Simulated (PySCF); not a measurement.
## Gas-phase thermal properties of Cd(CH3)2

Method: PySCF energies plus ideal-gas RRHO corrections (1 bar). All species are closed-shell singlets. Cd: scalar-relativistic def2 core potential, no spin-orbit coupling. Methyl groups turn as free rotors in Cd(CH3)2. The harmonic model lacks anharmonicity and excited electronic states, which grow with temperature; levels with a mode under 35 cm⁻¹ are left out.

```tsv
level	point group	σ	ZPE (kJ/mol)	S°298 (J/mol/K)	Cp298 (J/mol/K)	S°1000 (J/mol/K)	H1000 − H298 (kJ/mol)
PBE/def2-SVP	D3h	6	178.8	303.7	83.6	444.6	86.4
PBE0/def2-TZVP	D3h	6	184.2	302.2	81.9	440.6	84.9
```
σ: rotational symmetry number. Electronic degeneracy used: 1. Frequencies are unscaled.
